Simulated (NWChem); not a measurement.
**Ionisation of CH₃ClOSW**

SMILES: [CH3][W](=[O])(=[S])[Cl]
```xyz
8

W      0.0745     0.1251    -0.0739
O      1.3488     0.7273    -1.0094
S      0.8271    -0.3956     1.8484
Cl    -1.1142    -1.5295    -1.0951
C     -1.1046     1.8170     0.2717
H     -0.5312     2.6416     0.7217
H     -1.9421     1.5578     0.9405
H     -1.4947     2.1523    -0.7064
```
Charge 0, spin multiplicity 1.

All runs are NWChem calculations. Structure: optimised with PBE0/def2-SVP with def2 effective core potentials on W, with no frequency check, so it may be a saddle point.

Basis set: def2-TZVP. −ε marks an orbital energy of the parent.

Effective core potentials replace the inner electrons of W; spin-orbit coupling is left out. The structure started from a generated list of species.

Q: One of these methods gave a first vertical ionisation energy of 10.61 eV. Which?
A. −ε(HOMO) of HF
B. G0W0@BHandHLYP
C. G0W0@PBE0
D. G0W0@PBE

A: A, −ε(HOMO) of HF. The others give 9.76 (G0W0@BHandHLYP), 9.03 (G0W0@PBE), 9.46 (G0W0@PBE0).
